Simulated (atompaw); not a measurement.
## Reading a pseudo-wave (B (Z = 5))

Columns: radius, all-electron u(r) and pseudo u(r) of the 2p shell (level -25.49 eV) of boron in the configuration [He] 2s1 2p0; PBE, scalar-relativistic, PAW (atompaw) scheme, atompaw 4.2.0.5.

```tsv
r (bohr)	all-electron	pseudo
0.094	0.0361	0.0078
0.188	0.1167	0.0310
0.283	0.2159	0.0687
0.377	0.3170	0.1185
0.471	0.4127	0.1783
0.565	0.4986	0.2452
0.660	0.5733	0.3169
0.754	0.6342	0.3885
0.848	0.6823	0.4576
0.942	0.7190	0.5215
1.037	0.7460	0.5783
1.131	0.7629	0.6251
1.225	0.7704	0.6614
1.319	0.7695	0.6869
1.413	0.7613	0.7016
1.508	0.7464	0.7061
1.602	0.7266	0.7014
1.696	0.7026	0.6885
1.790	0.6754	0.6688
1.885	0.6456	0.6433
1.979	0.6146	0.6141
2.073	0.5828	0.5828
2.167	0.5506	0.5506
2.262	0.5182	0.5182
2.356	0.4866	0.4866
2.450	0.4557	0.4557
```

Task: How many radial nodes do the two functions have?

Result: The all-electron 2p function has n − l − 1 = 0; the pseudo-wave has 0.

Task: At about which radius was the pseudo-wave matched?

Result: 2.15 bohr, where the columns begin to agree (steps of 0.09 bohr).

Task: Is the pseudo-wave norm-conserving?

Result: No, it belongs to a PAW set: the norm inside the radius is not constrained, and the difference is carried by the augmentation charge.
